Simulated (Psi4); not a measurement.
MoO₄, charge -2, singlet, at a GFN2-xTB geometry (such geometries of metal compounds can be far from the true shape) (core potentials on Mo) (a gas-phase anion, which may not be bound at this level); B3LYP5/def2-SVP (Psi4).

Psi4 was given this input:
```
memory 2 GB

molecule {
-2 1
Mo    0.00000000   -0.00000000    0.00000000
O     1.39196717   -0.30250817   -0.96057373
O     0.47788879    0.29669542    1.62338530
O    -0.83104508    1.37333660   -0.61245111
O    -1.03881088   -1.36752385   -0.05036046
}

set {
  basis def2-svp
  scf_type pk
  puream true
  d_convergence 1e-8
  dft_radial_points 99
  dft_spherical_points 590
}

energy('b3lyp5')
print_variables()
```

Output, abridged:

```
   => Loading Basis Set <=

    Name: DEF2-SVP
    Role: ORBITAL
    Keyword: BASIS

    !!!  WARNING: ECP capability is in beta. Please check occupations closely.  !!!

         ---------------------------------------------------------
                                   SCF
               by Justin Turney, Rob Parrish, Andy Simmonett
                          and Daniel G. A. Smith
                              RKS Reference
         ---------------------------------------------------------

  ==> Geometry <==

    Molecular point group: c1
    Full point group: Td

    Geometry (in Angstrom), charge = -2, multiplicity = 1:

       Center              X                  Y                   Z               Mass
    ------------   -----------------  -----------------  -----------------  -----------------
         MO           0.000000000000    -0.000000000000    -0.000000000000    97.905404820000
         O            1.391967170000    -0.302508170000    -0.960573730000    15.994914619570
         O            0.477888790000     0.296695420000     1.623385300000    15.994914619570
         O           -0.831045080000     1.373336600000    -0.612451110000    15.994914619570
         O           -1.038810880000    -1.367523850000    -0.050360460000    15.994914619570

  Running in c1 symmetry.

  Rotational constants: A =      0.13389  B =      0.13389  C =      0.13389 [cm^-1]
  Rotational constants: A =   4014.04020  B =   4014.04019  C =   4014.04018 [MHz]
  Nuclear repulsion =  210.414390692684378

  Charge       = -2
  Multiplicity = 1
  Electrons    = 48
  Nalpha       = 24
  Nbeta        = 24

  ==> Algorithm <==

  SCF Algorithm Type is PK.
  DIIS enabled.
  MOM disabled.
  Fractional occupation disabled.
  Guess Type is SAD.
  Energy threshold   = 1.00e-06
  Density threshold  = 1.00e-08
  Integral threshold = 1.00e-12

  ==> Primary Basis <==

  Basis Set: DEF2-SVP
    Blend: DEF2-SVP
    Number of shells: 35
    Number of basis functions: 87
    Number of Cartesian functions: 96
    Spherical Harmonics?: true
    Max angular momentum: 3

  Core potential: DEF2-SVP
    Number of shells: 4
    Number of ECP primitives: 14
    Number of ECP core electrons: 28
    Max angular momentum: 3

  ==> DFT Potential <==

   => LibXC <=

    Version 7.1.2
    S. Lehtola, C. Steigemann, M. J. T. Oliveira, and M. A. L. Marques,  SoftwareX 7, 1–5 (2018) (10.1016/j.softx.2017.11.002)

   => Composite Functional: B3LYP5 <=

[...]
   @RKS iter   9:  -368.79477964917004   -5.10086e-06   5.82337e-06 DIIS
   @RKS iter  10:  -368.79477973292921   -8.37592e-08   3.08467e-06 DIIS
   @RKS iter  11:  -368.79477974875419   -1.58250e-08   2.13901e-06 DIIS
   @RKS iter  12:  -368.79477976267538   -1.39212e-08   2.21644e-07 DIIS
   @RKS iter  13:  -368.79477976283522   -1.59844e-10   3.88290e-08 DIIS
   @RKS iter  14:  -368.79477976283988   -4.66116e-12   5.00930e-09 DIIS
  Energy and wave function converged.

  ==> Post-Iterations <==

   Electrons on quadrature grid:
      Ntotal   =   48.0000038040 ; deviation = 3.804e-06

    Orbital Energies [Eh]
    ---------------------

    Doubly Occupied:

[...]
    Virtual:

[...]
    Final Occupation by Irrep:
              A
    DOCC [    24 ]
    NA   [    24 ]
    NB   [    24 ]

  @RKS Final Energy:  -368.79477976283988

   => Energetics <=

    Nuclear Repulsion Energy =            210.4143906926843783
    One-Electron Energy =                -971.0091654359189306
    Two-Electron Energy =                 426.3044976122517937
    DFT Exchange-Correlation Energy =     -34.5045026318571431
    Empirical Dispersion Energy =           0.0000000000000000
    VV10 Nonlocal Energy =                  0.0000000000000000
    Total Energy =                       -368.7947797628398803

Computation Completed

Properties will be evaluated at   0.000000,   0.000000,   0.000000 [a0]

Properties computed using the SCF density matrix

 Multipole Moments:

 ------------------------------------------------------------------------------------
     Multipole            Electronic (a.u.)      Nuclear  (a.u.)        Total (a.u.)
 ------------------------------------------------------------------------------------

 L = 1.  Multiply by 2.5417464519 to convert [e a0] to [Debye]
 Dipole X            :         -0.0000007            0.0000000           -0.0000007
 Dipole Y            :         -0.0000011            0.0000000           -0.0000011
 Dipole Z            :         -0.0000001            0.0000000           -0.0000001
 Magnitude           :                                                    0.0000013

 ------------------------------------------------------------------------------------

  Variable Map:
  ----------------------------------------------------------------------------
[...]
  Array Variable Map:
  ----------------------------------------------------------------------------
[...]
[...]
```
